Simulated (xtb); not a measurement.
H10Si5, charge -1, doublet, at a GFN2-xTB geometry (a state made from the parent by changing its charge; the spin is typed, not shown lowest); GFN2-xTB run with xtb 6.7.1.

Input for xtb:
```
$ xtb mol.xyz --gfn 2 --chrg -1 --uhf 1 --grad --json

# file mol.xyz
15

Si     0.95754715     1.34339082     1.09853405
Si     1.79918819    -0.67510847     0.37619988
Si     0.23339394    -1.65177294    -0.99528035
Si    -1.65561408    -0.34099255    -0.98845436
Si    -1.33965070     1.36082810     0.53090053
H      0.88350021     1.29925864     2.60848582
H      2.15431530     2.28843441     1.11151679
H      2.32152697    -1.68543339     1.33702343
H      3.05469619    -0.46060123    -0.39061996
H     -0.05401588    -3.05462723    -0.61303891
H      0.75209162    -1.88578642    -2.36382099
H     -2.82429245    -1.17000945    -0.59190902
H     -2.07472770    -0.06121157    -2.38946918
H     -1.44463035     2.67196513    -0.21561395
H     -2.69656681     1.54918175     1.20084944
```

Write the output that xtb gives for this input, abridged.


```
   ID    Z sym.   atoms
    1   14 Si     1-5
    2    1 H      6-15

           -------------------------------------------------
          |                Calculation Setup                |
           -------------------------------------------------

           -------------------------------------------------
          |                 G F N 2 - x T B                 |
           -------------------------------------------------

          ...................................................
          :                      SETUP                      :
          :.................................................:
          :  # basis functions                  60          :
          :  # atomic orbitals                  55          :
          :  # shells                           25          :
          :  # electrons                        31          :
          :  max. iterations                   250          :
          :  Hamiltonian                  GFN2-xTB          :
          :  restarted?                      false          :
          :  GBSA solvation                  false          :
          :  PC potential                    false          :
          :  electronic temp.          300.0000000     K    :
          :  accuracy                    1.0000000          :
          :  -> integral cutoff          0.2500000E+02      :
          :  -> integral neglect         0.1000000E-07      :
          :  -> SCF convergence          0.1000000E-05 Eh   :
          :  -> wf. convergence          0.1000000E-03 e    :
          :  Broyden damping             0.4000000          :
          :  net charge                         -1          :
          :  unpaired electrons                  1          :
          ...................................................

 iter      E             dE          RMSdq      gap      omega  full diag
   1    -13.7465051 -0.137465E+02  0.594E+00    1.23       0.0  T
   2    -13.8676008 -0.121096E+00  0.518E+00    0.53       1.0  T
   3    -13.8992030 -0.316023E-01  0.331E+00    1.20       1.0  T
   4    -13.7851941  0.114009E+00  0.387E+00    0.68       1.0  T
   5    -13.9146733 -0.129479E+00  0.113E+00    1.04       1.0  T
   6    -13.9209969 -0.632354E-02  0.939E-01    0.91       1.0  T
   7    -13.9208473  0.149547E-03  0.812E-01    0.93       1.0  T
   8    -13.9222613 -0.141398E-02  0.346E-01    0.89       1.0  T
   9    -13.9228442 -0.582853E-03  0.125E-01    0.86       1.0  T
[...]
         :: total energy             -13.817645922828 Eh    ::
[...]
 Mol. α(0) /au        :        150.871453

Wiberg/Mayer (AO) data.
largest (>0.10) Wiberg bond orders for each atom

 ---------------------------------------------------------------------------
     #   Z sym  total        # sym  WBO       # sym  WBO       # sym  WBO
 ---------------------------------------------------------------------------
     1  14 Si   3.876 --     5 Si   0.962     2 Si   0.911     6 H    0.870
                             7 H    0.866     4 Si   0.102
     2  14 Si   3.810 --     1 Si   0.911     3 Si   0.887     9 H    0.886
                             8 H    0.882     5 Si   0.102
     3  14 Si   3.761 --    11 H    0.888    10 H    0.888     2 Si   0.887
                             4 Si   0.887
     4  14 Si   3.810 --     5 Si   0.911     3 Si   0.887    12 H    0.886
                            13 H    0.882     1 Si   0.102
     5  14 Si   3.876 --     1 Si   0.962     4 Si   0.911    14 H    0.870
                            15 H    0.866     2 Si   0.102
     6   1 H    0.944 --     1 Si   0.870
     7   1 H    0.962 --     1 Si   0.866
     8   1 H    0.961 --     2 Si   0.882
     9   1 H    0.955 --     2 Si   0.886
    10   1 H    0.957 --     3 Si   0.888
    11   1 H    0.957 --     3 Si   0.888
    12   1 H    0.955 --     4 Si   0.886
    13   1 H    0.961 --     4 Si   0.882
    14   1 H    0.944 --     5 Si   0.870
    15   1 H    0.962 --     5 Si   0.866
 ---------------------------------------------------------------------------

Topologies differ in total number of bonds
Writing topology from bond orders to xtbtopo.mol

molecular dipole:
                 x           y           z       tot (Debye)
 q only:       -0.002       0.016       0.010
   full:        0.055      -0.390      -0.235       1.165
molecular quadrupole (traceless):
                xx          xy          yy          xz          yz          zz
 q only:       -6.549       4.060      -0.561      -6.695      -9.286       7.110
  q+dip:       -5.519       4.024      -1.361      -6.150      -9.699       6.880
   full:       -7.530       3.873      -0.397      -6.580      -9.853       7.928

           -------------------------------------------------
          | TOTAL ENERGY              -13.817645922828 Eh   |
          | GRADIENT NORM               0.000037882329 Eh/α |
          | HOMO-LUMO GAP               0.852180424093 eV   |
           -------------------------------------------------

normal termination of xtb
```
